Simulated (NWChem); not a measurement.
System: CH$_{6}$FNOSi; SMILES CO[Si@H](N)F

Here is an NWChem input.

```
start job
memory heap 200 mb stack 900 mb global 1100 mb
geometry units angstroms noautoz
  C      0.013764     2.015484     0.531725
  O      0.245566     1.127162    -0.557709
  Si     0.099394    -0.506204    -0.481398
  N     -1.373541    -0.950893     0.279938
  F      1.237515    -1.190971     0.435362
  H      0.936646     2.161669     1.105503
  H     -0.767005     1.636541     1.201193
  H     -0.301534     2.980320     0.123056
  H      0.320260    -0.947314    -1.872846
  H     -1.436647    -1.811082     0.809243
  H     -2.270924    -0.674590    -0.097028
end
basis spherical
  C library 6-311g**
  O library 6-311g**
  Si library 6-311g**
  N library 6-311g**
  F library 6-311g**
  H library 6-311g**
end
dft
  xc xtpss03 ctpss03
  iterations 150
  mulliken
end
task dft energy
```

Parts of the log:

```
             Northwest Computational Chemistry Package (NWChem) 7.3.0
             --------------------------------------------------------

 C1  symmetry detected

                             Geometry "geometry" -> ""
                             -------------------------

 Output coordinates in angstroms (scale by  1.889725989 to convert to a.u.)

  No.       Tag          Charge          X              Y              Z
 ---- ---------------- ---------- -------------- -------------- --------------
    1 C                    6.0000     0.05097065     2.02023353     0.52948940
    2 O                    8.0000     0.24981799     1.11465075    -0.55221951
    3 Si                  14.0000     0.05249427    -0.51247427    -0.45947468
    4 N                    7.0000    -1.43037968    -0.90308238     0.31216544
    5 F                    9.0000     1.17245496    -1.22407535     0.45921248
    6 H                    1.0000     0.98052363     2.14265470     1.09803733
    7 H                    1.0000    -0.73841782     1.67257851     1.20579353
    8 H                    1.0000    -0.23550788     2.99060133     0.11277839
    9 H                    1.0000     0.25319956    -0.97363147    -1.84747280
   10 H                    1.0000    -1.51827851    -1.75574573     0.85004115
   11 H                    1.0000    -2.32024344    -0.60216986    -0.06378284

 Effective nuclear repulsion energy (a.u.)     257.3565251512

                                 NWChem DFT Module
                                 -----------------

 Summary of "ao basis" -> "ao basis" (spherical)
 ------------------------------------------------------------------------------
       Tag                 Description            Shells   Functions and Types
 ---------------- ------------------------------  ------  ---------------------
 C                          6-311g**                 8       18   4s3p1d
 O                          6-311g**                 8       18   4s3p1d
 Si                         6-311g**                12       26   6s5p1d
 N                          6-311g**                 8       18   4s3p1d
 F                          6-311g**                 8       18   4s3p1d
 H                          6-311g**                 4        6   3s1p

            General Information
            -------------------
          SCF calculation type: DFT
          Wavefunction type:  closed shell.
          No. of atoms     :    11
          No. of electrons :    50
           Alpha electrons :    25
            Beta electrons :    25
          Charge           :     0
          Spin multiplicity:     1
          Use of symmetry is: off; symmetry adaption is: off
          Maximum number of iterations: 150
          AO basis - number of functions:   134
                     number of shells:    68
          Convergence on energy requested:  1.00D-06
          Convergence on density requested:  1.00D-05
          Convergence on gradient requested:  5.00D-04

              XC Information
              --------------
                  TPSS metaGGA Exchange Functional  1.000
             TPSS03 metaGGA Correlation Functional  1.000

             Grid Information
             ----------------
          Grid used for XC integration:  medium
          Radial quadrature: Mura-Knowles
          Angular quadrature: Lebedev.
          Tag              B.-S. Rad. Rad. Pts. Rad. Cut. Ang. Pts.
          ---              ---------- --------- --------- ---------
          C                   0.70       49          11.0       434
          O                   0.60       49          10.0       434
          Si                  1.10       88          11.0       590
          N                   0.65       49          11.0       434
          F                   0.50       49          12.0       434
          H                   0.35       45          12.0       434
          Grid pruning is: on
          Number of quadrature shells:   554
          Spatial weights used:  Erf1

      Superposition of Atomic Density Guess
      -------------------------------------

 Sum of atomic energies:        -557.99208215

      Non-variational initial energy
      ------------------------------

 Total energy =    -560.003786
 1-e energy   =   -1281.664178
 2-e energy   =     464.303867
 HOMO         =      -0.355188
 LUMO         =       0.058162

     ---------------------------------------------
      Total Density - Mulliken Population Analysis
     ---------------------------------------------

    Atom       Charge   Shell Charges
 -----------   ------   -------------------------------------------------------
    1 C    6     6.11   1.10  0.89  0.53  0.78  1.44  0.47  0.83  0.07
    2 O    8     8.80   1.08  0.91  1.00  1.02  2.26  0.79  1.73  0.01
    3 Si  14    12.43   0.79  1.18  0.96  1.03  0.72  0.22  1.94  3.95  0.49  0.73  0.14  0.28
    4 N    7     8.02   1.09  0.90  0.82  0.90  2.01  0.65  1.64  0.01
    5 F    9     9.61   1.08  0.92  1.21  1.10  2.54  0.86  1.90  0.00
    6 H    1     0.85   0.25  0.45  0.13  0.02
    7 H    1     0.86   0.25  0.45  0.14  0.02
    8 H    1     0.85   0.25  0.46  0.13  0.02
    9 H    1     1.14   0.23  0.56  0.34  0.01
   10 H    1     0.66   0.22  0.32  0.08  0.04
   11 H    1     0.66   0.22  0.32  0.08  0.04

   convergence    iter        energy       DeltaE   RMS-Dens  Diis-err
 ---------------- ----- ----------------- --------- --------- ---------
 d= 0,ls=0.0,diis     1   -561.1772339485 -8.19D+02  9.91D-03  1.32D+00
 d= 0,ls=0.0,diis     2   -561.0773161046  9.99D-02  6.42D-03  2.43D+00
 d= 0,ls=0.0,diis     3   -561.2802292595 -2.03D-01  1.25D-03  1.33D-01
 d= 0,ls=0.0,diis     4   -561.2877671077 -7.54D-03  6.45D-04  2.05D-02
 d= 0,ls=0.0,diis     5   -561.2896255383 -1.86D-03  1.89D-04  2.11D-03
  Resetting Diis
 d= 0,ls=0.0,diis     6   -561.2898266798 -2.01D-04  4.37D-05  1.19D-04
 d= 0,ls=0.0,diis     7   -561.2898361707 -9.49D-06  3.53D-05  1.30D-05
 d= 0,ls=0.0,diis     8   -561.2898331421  3.03D-06  2.28D-05  4.84D-05
 d= 0,ls=0.0,diis     9   -561.2898373121 -4.17D-06  2.65D-06  2.64D-07
 d= 0,ls=0.0,diis    10   -561.2898373341 -2.20D-08  7.32D-07  3.34D-08

         Total DFT energy =     -561.289837334131
      One electron energy =    -1286.441533924756
           Coulomb energy =      522.607467876555
    Exchange-Corr. energy =      -54.812296437159
 Nuclear repulsion energy =      257.356525151230

 Numeric. integr. density =       50.000002104573

                       DFT Final Molecular Orbital Analysis
                       ------------------------------------

 Vector   23  Occ=2.000000D+00  E=-2.763866D-01
              MO Center=  8.3D-02,  1.3D+00, -2.2D-01, r^2= 2.1D+00
   Bfn.  Coefficient  Atom+Function         Bfn.  Coefficient  Atom+Function
  ----- ------------  ---------------      ----- ------------  ---------------
    31      0.292149   2 O  pz               27      0.273717   2 O  pz
    23      0.191611   2 O  pz               26     -0.187484   2 O  py
    30     -0.167454   2 O  py              112      0.154377   8 H  s
   106     -0.150452   7 H  s                28     -0.141374   2 O  s
    22     -0.128867   2 O  py                9     -0.127490   1 C  pz

 Vector   24  Occ=2.000000D+00  E=-2.573350D-01
              MO Center=  2.6D-01,  1.2D+00, -1.9D-01, r^2= 1.8D+00
   Bfn.  Coefficient  Atom+Function         Bfn.  Coefficient  Atom+Function
  ----- ------------  ---------------      ----- ------------  ---------------
    29      0.393690   2 O  px               25      0.356974   2 O  px
    21      0.249907   2 O  px              100     -0.173512   6 H  s
     7     -0.126706   1 C  px              101     -0.104194   6 H  s
    99     -0.097054   6 H  s               106      0.093904   7 H  s
    31      0.088858   2 O  pz                3     -0.085655   1 C  px

 Vector   25  Occ=2.000000D+00  E=-2.342358D-01
              MO Center= -1.2D+00, -8.1D-01,  1.9D-01, r^2= 1.6D+00
   Bfn.  Coefficient  Atom+Function         Bfn.  Coefficient  Atom+Function
  ----- ------------  ---------------      ----- ------------  ---------------
    75      0.348288   4 N  pz               71      0.288060   4 N  pz
    74      0.287353   4 N  py               70      0.230668   4 N  py
    67      0.200372   4 N  pz              119      0.188375   9 H  s
    66      0.160948   4 N  py              118      0.105306   9 H  s
    57      0.091923   3 Si pz               56      0.080903   3 Si py

 Vector   26  Occ=0.000000D+00  E= 1.918047D-02
              MO Center= -1.6D+00, -6.4D-01,  3.3D-01, r^2= 5.5D+00
   Bfn.  Coefficient  Atom+Function         Bfn.  Coefficient  Atom+Function
  ----- ------------  ---------------      ----- ------------  ---------------
    72      1.082949   4 N  s               131     -0.740585  11 H  s
   125     -0.621301  10 H  s                10      0.559410   1 C  s
   107     -0.433896   7 H  s                42     -0.355964   3 Si s
   113     -0.271142   8 H  s                68      0.235031   4 N  s
   101     -0.223049   6 H  s               119      0.175756   9 H  s

 Vector   27  Occ=0.000000D+00  E= 3.371313D-02
              MO Center=  1.7D-01, -3.8D-01, -4.2D-01, r^2= 5.3D+00
   Bfn.  Coefficient  Atom+Function         Bfn.  Coefficient  Atom+Function
  ----- ------------  ---------------      ----- ------------  ---------------
    55      0.645747   3 Si px               56     -0.628992   3 Si py
   101      0.465535   6 H  s                90     -0.410784   5 F  s
    10     -0.355536   1 C  s                28      0.308533   2 O  s
    57      0.257198   3 Si pz               52      0.234888   3 Si px
   131      0.215766  11 H  s                72      0.214667   4 N  s

 Vector   28  Occ=0.000000D+00  E= 5.028757D-02
              MO Center=  4.9D-01,  2.0D-01, -3.9D-01, r^2= 5.2D+00
   Bfn.  Coefficient  Atom+Function         Bfn.  Coefficient  Atom+Function
  ----- ------------  ---------------      ----- ------------  ---------------
    56     -0.750141   3 Si py               28      0.688620   2 O  s
    55     -0.585486   3 Si px               10      0.407609   1 C  s
   101     -0.345702   6 H  s                13      0.298738   1 C  pz
    42     -0.272296   3 Si s                12      0.245252   1 C  py
    24      0.208416   2 O  s               125     -0.192845  10 H  s

     ---------------------------------------------
      Total Density - Mulliken Population Analysis
     ---------------------------------------------

    Atom       Charge   Shell Charges
 -----------   ------   -------------------------------------------------------
    1 C    6     6.09   1.11  0.89  0.62  0.76  1.50  0.41  0.73  0.08
    2 O    8     8.55   1.08  0.91  0.98  1.00  2.06  0.83  1.68  0.01
    3 Si  14    12.86   0.79  1.18  0.95  1.04  0.78  0.10  1.97  3.90  0.65  0.90  0.19  0.41
    4 N    7     7.73   1.10  0.90  0.81  0.85  1.81  0.69  1.57  0.01
    5 F    9     9.40   1.08  0.92  1.18  1.08  2.33  0.89  1.92  0.00
    6 H    1     0.88   0.28  0.49  0.09  0.02
    7 H    1     0.90   0.28  0.49  0.11  0.02
    8 H    1     0.89   0.28  0.50  0.09  0.02
    9 H    1     1.18   0.25  0.61  0.30  0.01
   10 H    1     0.76   0.27  0.38  0.06  0.04
   11 H    1     0.76   0.27  0.39  0.06  0.04

     -------------------------------------------
      Total Density - Lowdin Population Analysis
     -------------------------------------------

    Atom       Charge   Shell Charges
 -----------   ------   -------------------------------------------------------
    1 C    6     5.93   1.05  0.92  0.60  0.49  1.40  0.32  0.97  0.17
    2 O    8     8.23   1.03  0.95  0.98  0.87  2.05  0.61  1.72  0.01
    3 Si  14    13.28   0.90  1.08  0.93  1.00  0.50  0.31  2.16  3.52  0.82  1.01  0.44  0.59
    4 N    7     7.22   1.04  0.94  0.80  0.63  1.74  0.46  1.59  0.02
    5 F    9     9.24   1.03  0.96  1.19  1.01  2.33  0.79  1.93  0.00
    6 H    1     1.00   0.28  0.46  0.19  0.07
    7 H    1     1.01   0.28  0.46  0.20  0.07
    8 H    1     1.00   0.29  0.46  0.19  0.07
    9 H    1     1.19   0.27  0.56  0.33  0.03
   10 H    1     0.96   0.27  0.40  0.15  0.14
   11 H    1     0.96   0.28  0.40  0.15  0.14

     Multipole analysis of the density
     ---------------------------------

     L   x y z        total         alpha         beta         nuclear
     -   - - -        -----         -----         ----         -------
     0   0 0 0     -0.000000    -25.000000    -25.000000     50.000000

     1   1 0 0     -0.952582     -0.476291     -0.476291      0.000000
     1   0 1 0      0.094304      0.047152      0.047152      0.000000
     1   0 0 1      0.238190      0.119095      0.119095      0.000000

     2   2 0 0    -25.733187    -78.149502    -78.149502    130.565818
     2   1 1 0      2.088514     -3.549029     -3.549029      9.186573
     2   1 0 1      0.063579      1.835192      1.835192     -3.606805
     2   0 2 0    -25.236716   -151.932706   -151.932706    278.628696
     2   0 1 1      1.199629     -4.416770     -4.416770     10.033169
     2   0 0 2    -28.378775    -43.596237    -43.596237     58.813700
```

Level: TPSS/6-311G** (spherical d). Coordinates come from a B3LYP/6-31G* (spherical d) optimisation.
